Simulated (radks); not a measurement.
All-electron atom: Rh III in [Kr] 4d7.

Method: scalar-relativistic Kohn-Sham, SCAN, spin-polarised, spherical densities, finite nucleus; open shells are filled with parallel spins first (spin-orbit coupling, left out, can overturn this in heavy ions); meta-GGA in the generalised Kohn-Sham scheme; Fermi nuclear charge, rms radius 4.4945 fm; computed with a radial shooting solver on a logarithmic mesh with Libxc functionals.

Energy parts (eV):
part                       energy
total                 -130182.799
kinetic                134827.836
electron-nucleus      -313328.517
Hartree                 52096.294
exchange-correlation    -3778.412

Orbitals (lengths in bohr, moments of r in powers of bohr; <r^-3> diverges for s and p1/2; r(max) is where P^2 peaks; r(90%) holds 90 % of the orbital's charge):
orbital  occ.  eigenvalue (eV)   r(max)  r(90%)  <r^-3>      <r^4>
1s up       1        -23106.46  0.02118  0.0585       -  5.376e-06
1s down     1        -23106.45  0.02118  0.0585       -  5.376e-06
2s up       1        -3382.603   0.1196   0.219       -  0.0009687
2s down     1        -3382.046   0.1196   0.219       -  0.0009686
2p up       3        -3030.255  0.09581   0.201    3245  0.0006960
2p down     3        -3029.813  0.09580   0.201    3246  0.0006958
3s up       1        -627.7192   0.3508   0.574       -    0.04646
3s down     1        -627.4918   0.3509   0.574       -    0.04643
3p up       3        -510.8093   0.3444   0.587   566.9    0.05049
3p down     3        -510.5158   0.3445   0.587   566.4    0.05041
3d up       5        -324.8879   0.2919   0.588   76.48    0.05110
3d down     5        -324.3465   0.2921   0.588   76.43    0.05092
4s up       1        -107.1636   0.8855    1.43       -      1.790
4s down     1        -104.3795   0.8818    1.42       -      1.771
4p up       3         -74.1153   0.9469    1.59   87.46      2.761
4p down     3         -71.1688   0.9425    1.59   88.67      2.755
4d up       5         -27.0096    1.127    2.24   7.174      10.89
4d down     2         -24.1393    1.124    2.31   7.065      12.39

The highest occupied level is 4d down at -24.139 eV. The electron density at the nucleus is 1.237e+05 e/bohr^3 (large components only).
